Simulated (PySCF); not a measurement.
A GIAO shielding run with PySCF 2.14.0 with density-fitted response routines (density fitting, non-relativistic, gas phase) on SMILES [SiH2]([C@@H](C#C)C[SiH3])C#N, C$_{5}$H$_{9}$NSi$_{2}$:

```
$ OMP_NUM_THREADS=1 python probes_run.py task.json out

{"job": {"kind": "nmr", "xc": "PBE0", "basis": "pcSseg-1"}, "charge": 0, "multiplicity": 1}
C     -0.418847     2.925935    -0.933494
C     -0.467192     1.862066    -0.385674
C     -0.508947     0.550998     0.228835
C     -0.495376    -0.529339    -0.866600
Si    -0.991276    -2.268821    -0.278370
Si     0.946134     0.433982     1.470719
C      2.493890     0.400758     0.425841
N      3.431853     0.367443    -0.230919
H     -0.390413     3.861118    -1.407164
H     -1.451270     0.480000     0.787006
H      0.491363    -0.554258    -1.336164
H     -1.192459    -0.222793    -1.653295
H      0.041344    -2.830988     0.594725
H     -1.180286    -3.125309    -1.447823
H     -2.249378    -2.164952     0.469266
H      1.013189     1.633397     2.306766
H      0.920675    -0.807208     2.246434
```

Hardware: 1 thread of an Arm Neoverse N1, shared host. The job also computes population analyses, field gradients.

**Question.** How large is the calculation?

**Answer.** 74 electrons, 195 basis functions and 1051 auxiliary functions.

**Question.** How long does it take, and how much memory does it need?

**Answer.** 64 s of wall time, with 15 SCF cycles and 5 response iterations; peak memory 0.87 GiB. Times on a shared host scatter by some tens of per cent.
